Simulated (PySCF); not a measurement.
**Threshold energies of InN in a plasma**

CCSD(T) in PySCF with def2-TZVPPD on every atom (core potentials on In), for the lowest determinant that a PBE0 search found; no spin–orbit coupling.

```
species  state (unpaired electrons)  Re (Å)  ωe (cm⁻¹)  energy of the minimum from the neutral (eV)  De (eV)  dissociates to
    InN              triplet (π ↑↑)   2.211        448                                         0.00     1.64          In + N
   InN⁺         quartet (σ ↑, π ↑↑)   3.162       72.4                                         7.07     0.09         In⁺ + N
   InN⁻               doublet (π ↑)   2.056        564                                        -1.29     2.64         In⁻ + N
```

Q: Work out the lowest energy to break InN into atoms, from its vibrational ground state.

A: D0 = De − ωe/2 = 1.64 − 0.03 = 1.61 eV (CCSD(T)/def2-TZVPPD).

Q: Work out the ionisation energy of the In atom at this level and the threshold of dissociative ionisation.

A: IE(In) = 7.07 + 0.09 − 1.64 = 5.52 eV, so In⁺ + N + e⁻ appears at D0 + IE(In) = 7.13 eV (CCSD(T)/def2-TZVPPD). The measured IE(In) is 5.786 eV (NIST ASD).

Q: Work out the electron affinity of the In atom and the threshold of dissociative attachment.

A: EA(In) = 1.64 − 2.64 − (-1.29) = 0.29 eV, so In⁻ + N needs D0 − EA(In) = 1.32 eV (CCSD(T)/def2-TZVPPD). The measured EA(In) is 0.3 eV.

These are thermodynamic thresholds; the onsets seen under electron impact lie higher where the geometry changes, and cross-sections peak well above them.

Correlated steps freeze 5 core orbitals. UHF and ROHF references stand side by side, which adds small steps between rows. Weak bonds: InN⁺. Basis-set superposition, not corrected here, can be much of De in a small basis, most of all at correlated wavefunction levels. These are scalar-relativistic numbers at best; spin–orbit coupling would shift them, the dissociation energy most. For an ion De counts to the pair picked by the measured ionisation energies or electron affinities, which need not be the lowest pair at this level. States were picked by a PBE0 search and need not be the measured ground states.
